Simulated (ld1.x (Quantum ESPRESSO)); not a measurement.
P: ultrasoft pseudisation with LDA (PZ), scalar-relativistic reference atom.

ld1.x (Quantum ESPRESSO) 7.5 was run on this input:

```
&input
   title='P', zed=15., rel=1, dft='PZ', iswitch=3,
   config='[Ne] 3s2 3p3 3d-2',
   nld=3, rlderiv=2.55, eminld=-3.0, emaxld=5.0, deld=0.02
 /
 &inputp
   pseudotype=3, tm=.true., lloc=-1, rcloc=1.15,
   nlcc=.true.,
   which_augfun='PSQ', rmatch_augfun_nc=.true.,
   file_pseudopw='P.UPF', file_wfcaegen='ae.wfc', file_wfcncgen='nc.wfc', file_beta='beta', file_chi='chi', file_wfcusgen='us.wfc'
 /
6
3S  1  0   2.00   0.00  1.05  1.45  0.0
3S  1  0   0.00   2.00  1.05  1.45  0.0
3P  2  1   3.00   0.00  2.05  2.15  0.0
3P  2  1   0.00   3.25  2.05  2.15  0.0
3D  3  2  -2.00   0.20  2.05  2.35  0.0
3D  3  2  -2.00   1.85  2.05  2.35  0.0
 &test
   configts(1)='3s2 3p3'
 /
```

Command:

```bash
ld1.x < P.in > P.out
```

Resulting log (shortened: banner, matrices, multipoles, cross overlaps and the repeated all-electron block are left out):

```
Program LD1 v.7.5
     --------------------------- All-electron run ----------------------------

     P
     scalar relativistic calculation

     atomic number is 15.00
     dft =PZ   lsd =0 sic =0 latt =0  beta=0.20 tr2=1.0E-14
     Exchange-correlation= PZ
                           (   1   1   0   0   0   0   0)
     mesh =1147 r(mesh) = 101.18493 a.u. xmin = -7.00 dx = 0.01250
     1 Ry =  13.60569312 eV, c = 137.03599908

     n l     nl                  e(Ry)          e(Ha)          e(eV)
     1 0     1S 1( 2.00)      -152.5886       -76.2943     -2076.0737
     2 0     2S 1( 2.00)       -12.7258        -6.3629      -173.1430
     2 1     2P 1( 6.00)        -9.1517        -4.5758      -124.5148
     3 0     3S 1( 2.00)        -1.0305        -0.5153       -14.0211
     3 1     3P 1( 3.00)        -0.4118        -0.2059        -5.6027

     final scf error:  8.3E-15 reached in  24 iterations

     Etot =    -681.573995 Ry,    -340.786998 Ha,   -9273.286620 eV

     Ekin =     683.095653 Ry,     341.547827 Ha,    9293.989829 eV
     Encl =   -1627.779203 Ry,    -813.889602 Ha,  -22147.064314 eV
     Eh   =     306.786442 Ry,     153.393221 Ha,    4174.042178 eV
     Exc  =     -43.676886 Ry,     -21.838443 Ha,    -594.254312 eV

     normalization and overlap integrals

     s(1S/1S) =  1.000000  <r> =   0.1039  <r2> =    0.0145  r(max) =   0.0675
     s(2S/2S) =  1.000000  <r> =   0.5220  <r2> =    0.3251  r(max) =   0.4187
     s(2P/2P) =  1.000000  <r> =   0.4863  <r2> =    0.2972  r(max) =   0.3515
     s(3S/3S) =  1.000000  <r> =   1.8935  <r2> =    4.1843  r(max) =   1.5557
     s(3P/3P) =  1.000000  <r> =   2.3728  <r2> =    6.7910  r(max) =   1.8302

     ------------------------ End of All-electron run ------------------------

     --------------------- Generating US pseudopotential ---------------------

      Generating local potential from pseudized AE potential:
      Matching radius rcloc =   1.1500

      Local pseudo, rcloc= 1.153 Estimated cut-off energy=    18.05 Ry

      Computing core charge for nlcc:

       r > 0.99 : true rho core
       r < 0.99 : rho core = a sin(br)/r    a=   4.09  b=   2.73

      Integrated core pseudo-charge :   1.90
      Wfc-us  3S rcutus= 1.443  Estimated cut-off energy=    20.74 Ry
      Wfc-us  3S rcutus= 1.443  Estimated cut-off energy=    25.81 Ry
      Wfc-us  3P rcutus= 2.153  Estimated cut-off energy=    16.53 Ry
      Wfc-us  3P rcutus= 2.153  Estimated cut-off energy=    33.08 Ry
      Wfc-us  3D rcutus= 2.321  Estimated cut-off energy=    19.94 Ry
      Wfc-us  3D rcutus= 2.321  Estimated cut-off energy=    26.34 Ry

     Q pseudized with Bessel functions
     Expected ecutrho=     207.8011 due to l1=  0   l2=  2

     ------------------- End of pseudopotential generation -------------------

     Computing logarithmic derivative in   2.54905
     Computing logarithmic derivative in   2.54905
     Computing the partial wave expansion
     R is outside the sphere for l=    0 j= 0.00
     R is outside the sphere for l=    0 j= 0.00
     R is outside the sphere for l=    1 j= 0.00
     R is outside the sphere for l=    1 j= 0.00
     R is outside the sphere for l=    2 j= 0.00
     R is outside the sphere for l=    2 j= 0.00

     ---------------------- Testing the pseudopotential ----------------------

     P
     scalar relativistic calculation

     atomic number is 15.00   valence charge is  5.00
     dft =PZ   lsd =0 sic =0 latt =0  beta=0.20 tr2=1.0E-14
     mesh =1147 r(mesh) = 101.18493 xmin = -7.00 dx = 0.01250

     n l     nl             e AE (Ry)        e PS (Ry)    De AE-PS (Ry)
     1 0     3S   1( 2.00)       -1.03053       -1.03054        0.00001
     2 1     3P   1( 3.00)       -0.41179       -0.41179        0.00000

     eps = 3.1E-16  iter =  4

     Etot =    -681.573995 Ry,    -340.786998 Ha,   -9273.286620 eV
     Etotps =   -15.160180 Ry,      -7.580090 Ha,    -206.264756 eV

     Ekin =       4.844485 Ry,       2.422243 Ha,      65.912583 eV
     Encl =     -28.305316 Ry,     -14.152658 Ha,    -385.113441 eV
     Ehrt =      10.436307 Ry,       5.218153 Ha,     141.993188 eV
     Ecxc =      -5.508893 Ry,      -2.754446 Ha,     -74.952307 eV
     (Ecc =      -2.190626 Ry,      -1.095313 Ha,     -29.804989 eV)
     Epseu=       3.373237 Ry,       1.686618 Ha,      45.895221 eV

     ---------------------- End of pseudopotential test ----------------------
```

The ghost test of this file was not conclusive. Its overlap operator is not positive definite in a basis up to 400 Ry (lowest eigenvalue p -0.77), so the file is unfit for use: the generalised eigenproblem breaks down once the basis is large enough, and its test numbers describe a broken file.

Generation and configuration tests took about 1.1 s on one core of a shared server CPU.

Transferability test of the new file with ld1.x, input:

```
&input
   title='P', zed=15., rel=1, dft='PZ', iswitch=2,
   config='[Ne] 3s2 3p3 3d-2'
 /
 &test
   file_pseudo='P.UPF', nconf=10,
   configts(1)='3s2 3p3',
   configts(2)='3s2 3p2',
   configts(3)='3s2 3p1',
   configts(4)='3s2 3p0',
   configts(5)='3s1 3p0',
   configts(6)='3s1 3p4',
   configts(7)='3s2 3p2.5',
   configts(8)='3s0 3p5',
   configts(9)='3s2 3p3', lsdts(9)=1,
   configts(10)='3s2 3p2', lsdts(10)=1
 /
```

```bash
ld1.x < P.test.in > P.test.out
```

Pseudopotential blocks of its output, shortened (energy terms left out):

```
     ---------------------- Testing the pseudopotential ----------------------

     n l     nl             e AE (Ry)        e PS (Ry)    De AE-PS (Ry)
     1 0     3S   1( 2.00)       -1.03053       -1.03054        0.00001
     2 1     3P   1( 3.00)       -0.41179       -0.41179        0.00000

     eps = 3.1E-16  iter =  4

     Etot =    -681.573995 Ry,    -340.786998 Ha,   -9273.286620 eV
     Etotps =   -15.160180 Ry,      -7.580090 Ha,    -206.264756 eV

     ---------------------- End of pseudopotential test ----------------------

          ---------------------- Testing the pseudopotential ----------------------

     n l     nl             e AE (Ry)        e PS (Ry)    De AE-PS (Ry)
     1 0     3S   1( 2.00)       -1.71439       -1.71685        0.00247
     2 1     3P   1( 2.00)       -1.05150       -1.05282        0.00132

     eps = 3.2E-15  iter =  7

     Etot =    -680.852182 Ry,    -340.426091 Ha,   -9263.465844 eV
     Etotps =   -14.437712 Ry,      -7.218856 Ha,    -196.435073 eV
     dEtot_ae =       0.721814 Ry
     dEtot_ps =       0.722468 Ry,   Delta E=      -0.000655 Ry

     ---------------------- End of pseudopotential test ----------------------

          ---------------------- Testing the pseudopotential ----------------------

     n l     nl             e AE (Ry)        e PS (Ry)    De AE-PS (Ry)
     1 0     3S   1( 2.00)       -2.50017       -2.50525        0.00508  !
     2 1     3P   1( 1.00)       -1.79307       -1.79556        0.00249

     eps = 1.5E-15  iter =  7

     Etot =    -679.437371 Ry,    -339.718686 Ha,   -9244.216371 eV
     Etotps =   -13.020755 Ry,      -6.510378 Ha,    -177.156401 eV
     dEtot_ae =       2.136624 Ry
     dEtot_ps =       2.139425 Ry,   Delta E=      -0.002801 Ry

     ---------------------- End of pseudopotential test ----------------------

          ---------------------- Testing the pseudopotential ----------------------

     n l     nl             e AE (Ry)        e PS (Ry)    De AE-PS (Ry)
     1 0     3S   1( 2.00)       -3.36238       -3.36692        0.00454
     2 1     3P   1( 0.00)       -2.61283       -2.61290        0.00008

     eps = 9.5E-15  iter =  6

     Etot =    -677.240161 Ry,    -338.620080 Ha,   -9214.321795 eV
     Etotps =   -10.821662 Ry,      -5.410831 Ha,    -147.236209 eV
     dEtot_ae =       4.333835 Ry
     dEtot_ps =       4.338518 Ry,   Delta E=      -0.004683 Ry

     ---------------------- End of pseudopotential test ----------------------

          ---------------------- Testing the pseudopotential ----------------------

     n l     nl             e AE (Ry)        e PS (Ry)    De AE-PS (Ry)
     1 0     3S   1( 1.00)       -4.31285       -4.32188        0.00903  !
     2 1     3P   1( 0.00)       -3.52267       -3.51729       -0.00539  !

     eps = 5.0E-15  iter =  5

     Etot =    -673.404313 Ry,    -336.702156 Ha,   -9162.132429 eV
     Etotps =    -6.979177 Ry,      -3.489589 Ha,     -94.956544 eV
     dEtot_ae =       8.169682 Ry
     dEtot_ps =       8.181003 Ry,   Delta E=      -0.011320 Ry

     ---------------------- End of pseudopotential test ----------------------

          ---------------------- Testing the pseudopotential ----------------------

     n l     nl             e AE (Ry)        e PS (Ry)    De AE-PS (Ry)
     1 0     3S   1( 1.00)       -1.08248       -1.08514        0.00266
     2 1     3P   1( 4.00)       -0.45253       -0.45361        0.00109

     eps = 8.4E-15  iter =  9

     Etot =    -680.949551 Ry,    -340.474776 Ha,   -9264.790627 eV
     Etotps =   -14.535000 Ry,      -7.267500 Ha,    -197.758749 eV
     dEtot_ae =       0.624444 Ry
     dEtot_ps =       0.625180 Ry,   Delta E=      -0.000736 Ry

     ---------------------- End of pseudopotential test ----------------------

          ---------------------- Testing the pseudopotential ----------------------

     n l     nl             e AE (Ry)        e PS (Ry)    De AE-PS (Ry)
     1 0     3S   1( 2.00)       -1.35757       -1.35862        0.00105
     2 1     3P   1( 2.50)       -0.71699       -0.71751        0.00053

     eps = 3.6E-15  iter = 10

     Etot =    -681.293153 Ry,    -340.646577 Ha,   -9269.465571 eV
     Etotps =   -14.879184 Ry,      -7.439592 Ha,    -202.441608 eV
     dEtot_ae =       0.280842 Ry
     dEtot_ps =       0.280996 Ry,   Delta E=      -0.000154 Ry

     ---------------------- End of pseudopotential test ----------------------
```

The test run then stopped with an error in chargeps: “negative rho”.
